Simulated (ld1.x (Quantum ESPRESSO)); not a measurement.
## rhodium (Rh), TM semilocal: configuration errors across variants

- Element: Rh
- Generator: ld1.x (Quantum ESPRESSO) 7.5
- Type: norm-conserving Troullier–Martins (semilocal form)
- Functional: LDA (PZ)
- Relativity: scalar-relativistic
- Frozen core: [Ar] 3d10
- Valence charge: 17
- Reference configuration: 4s2 4p6 4d8 5s1 5p0
- Partial waves: 4s (bound): rc 1.30 bohr; 4p (bound): rc 1.75 bohr; 4d (bound): rc 1.60 bohr
- Local potential: the d channel
- Core correction: none

Occupied shells without a wave of their own: 5s. They enter only through the test configuration that unscreens the potential.

All-electron excitation energies from the reference (eV): (1) 4s2 4p6 4d8 5s0 5p0 7.791; (2) 4s2 4p6 4d7 5s0 5p0 27.558; (3) 4s2 4p6 4d6 5s0 5p0 60.294; (4) 4s2 4p6 4d7 5s1 5p1 6.621; (5) 4s2 4p6 4d8 5s0 5p1 3.737; (6) 4s1 4p6 4d8 5s1 5p0 89.115; (7) 4s2 4p6 4d7 5s2 5p0 2.381; (8) 4s2 4p6 4d8 5s1 5p0 spin -0.883; (9) 4s2 4p6 4d8 5s0 5p0 spin 7.225.

Spin tests fill each open shell by Hund’s rule, majority spin first.

In the semilocal form every listed channel keeps its own potential, so the choice of the local channel does not act on these tests. It acts once the file is put into the separable form.

A semilocal file is local in each channel, so a ghost entry of none says nothing of the separable form that plane-wave codes build from it.

For the base: The 5s level has no wave, so the channel is fitted at the deeper level alone: the likely source of the large errors.

On the changes marked as counting shells twice: ld1.x takes every shell without a wave as core, so the model core holds the marked electrons as well and exchange and correlation see them twice. This cancels in the reference configuration, but the file is broken for other ones, and its errors say nothing about a proper core correction.

The overlap operator is not positive definite (basis up to 400 Ry) in “type PAW, which also changes the form from semilocal to separable; waves now 4s (bound): rcut 1.25, rcutus 1.30 bohr; 5s (bound): rcut 1.25, rcutus 1.30 bohr; 4p (bound): rcut 1.50, rcutus 1.75 bohr; 5p (bound): rcut 1.50, rcutus 1.75 bohr; 4d (bound): rcut 1.40, rcutus 1.60 bohr; 4d channel at 0.25 Ry: rcut 1.40, rcutus 1.60 bohr; local potential all-electron potential smoothed inside 1.60 bohr (lloc = -1); core correction a·sin(br)/r model core, default radius (ld1.x builds one for every PAW set, though the input has nlcc=.false.); augmentation PSQ, inside the norm-conserving radii”. Such files are unfit for use, however small their errors in these radial tests.

Tests that are not counted but printed errors over 1 eV. “all radii scaled by about 1.38 (s 1.80, p 2.42, d 2.22 bohr)”: 4s2 4p6 4d7 5s1 5p1 (solver errors, printed error -5.1 eV).

2 further variants failed, have other tests or another functional or relativity, and are left out.

The file “base” misses its own reference levels by 0.4 eV. The file “core correction a·sin(br)/r model core inside 0.86 bohr (5s counted twice)” misses its own reference levels by 0.4 eV. The file “wave 4s (bound): rc 1.30 bohr becomes 4s (bound): rc 1.78 bohr” misses its own reference levels by 2.7 eV. The file “wave 4d (bound): rc 1.60 bohr becomes 4d (bound): rc 1.68 bohr” misses its own reference levels by 0.4 eV. The file “all radii scaled by about 1.38 (s 1.80, p 2.42, d 2.22 bohr)” misses its own reference levels by 3.1 eV.

Errors AE − PS in meV (a dash: test not solved or not reliable):

```csv
change,(1),(2),(3),(4),(5),(6),(7),(8),(9),bound ghosts
base,-502,-755,-1044,+165,-305,-39,+473,+59,-459,none
core correction a·sin(br)/r model core inside 0.86 bohr (5s counted twice),-616,-1030,-1500,+132,-339,-91,+463,-5.1,-598,none
wave 4s (bound): rc 1.30 bohr becomes 4s (bound): rc 1.78 bohr,-3471,-5243,-7323,+16,-2765,-636,+2850,+148,-3414,none
wave 4d (bound): rc 1.60 bohr becomes 4d (bound): rc 1.68 bohr,-503,-756,-1047,+165,-305,-46,+473,+59,-459,none
"all radii scaled by about 1.38 (s 1.80, p 2.42, d 2.22 bohr)",-3932,-5992,-8415,–,-3337,-978,+3147,+158,-3870,none
"type PAW, which also changes the form from semilocal to separable; waves now 4s (bound): rcut 1.25, rcutus 1.30 bohr; 5s (bound): rcut 1.25, rcutus 1.30 bohr; 4p (bound): rcut 1.50, rcutus 1.75 bohr; 5p (bound): rcut 1.50, rcutus 1.75 bohr; 4d (bound): rcut 1.40, rcutus 1.60 bohr; 4d channel at 0.25 Ry: rcut 1.40, rcutus 1.60 bohr; local potential all-electron potential smoothed inside 1.60 bohr (lloc = -1); core correction a·sin(br)/r model core, default radius (ld1.x builds one for every PAW set, though the input has nlcc=.false.); augmentation PSQ, inside the norm-conserving radii",-3.3,-14,-152,-8.1,-2.3,-340,-20,–,–,not determined (overlap not positive)
```

(1) Give the same row for: local potential the s channel.

## Answers

(1) -503, -755, -1045, +165, -305, -39, +473, +59, -459; bound ghosts: none.
